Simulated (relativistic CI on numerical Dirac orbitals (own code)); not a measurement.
**Line list: Electric-dipole lines, Ru9+**

These numbers are calculated, not measured: Dirac-Coulomb-Breit CI, KLI orbitals optimised for each configuration, model QED, unscaled Slater integrals (own radial code, finite nucleus).

Configurations in the expansion (outside the closed core [Ar] 3d10): 4s2 4p5, 4s 4p6, 4s2 4p4 4d, 4s 4p5 4d, 4s2 4p4 4f, 4s 4p5 4f, 4s2 4p4 5s, 4p6 4d, 4s2 4p4 5p, 4s 4p4 4d2, 4s2 4p3 4d 5p, 4s2 4p3 4d 4f, 4p5 4d2, 4p4 4d3, 4p4 4d2 4f, 4p4 4d2 5s. Double excitations out of closed p, d and f shells are left out; levels of such configurations are missing from the list, as are those of other unlisted configurations, and high levels can miss mixing partners. These lack a partner that the ground configuration has and come out too high: 4s2 4p4 5p.

```csv
λ vac (nm),Lower,Upper,A (s⁻¹),E lower (eV),E upper (eV)
18.011,4s 4p6 2S_1/2 [3],4s2 4p4 4f 2P°_3/2 [68],1.77e+11,32.302,101.142
18.100,4s 4p6 2S_1/2 [3],4s2 4p4 4f 2P°_1/2 [66],1.67e+11,32.302,100.801
19.416,4s2 4p5 2P°_3/2 [1],4s2 4p4 4d 2D_5/2 [29],3.53e+11,0.000,63.858
19.522,4s2 4p5 2P°_1/2 [2],4s2 4p4 4d 2D_3/2 [31],3.33e+11,4.071,67.582
19.694,4s2 4p5 2P°_3/2 [1],4s2 4p4 4d 2P_3/2 [28],3.01e+11,0.000,62.956
20.471,4s2 4p5 2P°_1/2 [2],4s2 4p4 4d 2P_1/2 [30],2.34e+11,4.071,64.637
20.482,4s2 4p5 2P°_3/2 [1],4s2 4p4 4d 2S_1/2 [27],2.37e+11,0.000,60.533
21.325,4s2 4p4 4d 4D_5/2 [4],4s2 4p4 4f 4F°_5/2 [71],5.31e+10,43.658,101.799
21.378,4s2 4p4 4d 4D_3/2 [5],4s2 4p4 4f 4F°_5/2 [71],6.66e+10,43.802,101.799
21.483,4s2 4p4 4d 4D_5/2 [4],4s2 4p4 4f 4F°_7/2 [70],7.90e+10,43.658,101.370
21.583,4s2 4p4 4d 4D_7/2 [6],4s2 4p4 4f 4F°_7/2 [70],3.74e+10,43.925,101.370
21.698,4s2 4p4 4d 4D_7/2 [6],4s2 4p4 4f 4F°_9/2 [67],9.19e+10,43.925,101.067
22.399,4s2 4p4 4d 4F_7/2 [17],4s2 4p4 4f 4G°_9/2 [85],8.87e+10,49.501,104.855
22.400,4s2 4p4 4d 2D_5/2 [26],4s2 4p4 4f 2F°_7/2 [112],9.45e+10,59.387,114.737
22.414,4s2 4p4 4d 2G_7/2 [20],4s2 4p4 4f 2H°_9/2 [93],7.92e+10,51.310,106.626
22.432,4s2 4p4 4d 4F_5/2 [13],4s2 4p4 4f 4G°_7/2 [80],6.36e+10,48.525,103.795
22.451,4s2 4p4 4d 4F_7/2 [9],4s2 4p4 4f 2G°_9/2 [73],8.50e+10,46.813,102.038
22.511,4s2 4p4 4d 4F_9/2 [8],4s2 4p4 4f 4G°_11/2 [69],8.66e+10,46.107,101.185
22.644,4s2 4p4 4d 2F_7/2 [24],4s2 4p4 4f 2G°_9/2 [102],7.16e+10,54.360,109.113
22.675,4s2 4p4 4d 2G_9/2 [22],4s2 4p4 4f 2H°_11/2 [91],8.34e+10,51.707,106.386
```

Terms are leading LS components. Brackets give the number of a level in order of energy, since labels repeat. The list gives strong lines, with weight on those to low levels, without lines whose two gauges differ by over a factor of 2.5, among the lowest 200 of 2573 levels, so that lines to higher ones, which can be the strongest, are missing. Levels whose partners in the same complex of configurations lie outside the list can be far off, and so can their lines. Rates are taken at the computed energies, electric ones in the length gauge.

At this charge energies of transitions that change n are usually good to better than 1 %, and those within a shell (Δn = 0) to a few per cent.

LS names give the leading component of a level, which can be under half, so a name can repeat, a term be missing and a line seem to break the LS rules.
